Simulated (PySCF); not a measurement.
Task: Write Cartesian coordinates for `CS[SiH2][SeH]` as optimised with PBE0-D3(BJ)/def2-SVP.

Result: 
```
atom  x, y, z in Å
C1    -1.643   -0.694    0.018
S2     0.105   -1.205    0.106
Si3    1.036    0.650   -0.408
Se4    3.293    0.283   -0.340
H5    -1.862    0.110    0.735
H6    -1.918   -0.378   -0.998
H7    -2.240   -1.576    0.287
H8     0.616    1.102   -1.769
H9     0.656    1.726    0.558
H10    3.097   -1.138   -0.012
```

Any rigid rotation of these coordinates is as good. Atoms count from 1 in this order. Si3 (SiH2 silicon) is tetrahedral (angles from 106.4° to 111.1°). The 4 heavy atoms lie in one plane (0.007 Å rms).

Bonds between heavy atoms (Å): C1–S2 1.823, S2–Si3 2.138, Si3–Se4 2.288.

Method used: PBE0-D3(BJ)/def2-SVP geometry optimisation, gas phase (PySCF 2.14.0).

Point group: near Cs, missed by 0.09 Å at most; the miss may be what the optimiser left on a soft mode. Stationary, but not proved a minimum. One conformer, not necessarily the lowest (C1–S2–Si3–Se4 179°, S2–Si3–Se4–H 2°).

The run took 23 s of wall time on an x86-64 server with one thread, shared host. These figures are those of the optimisation.
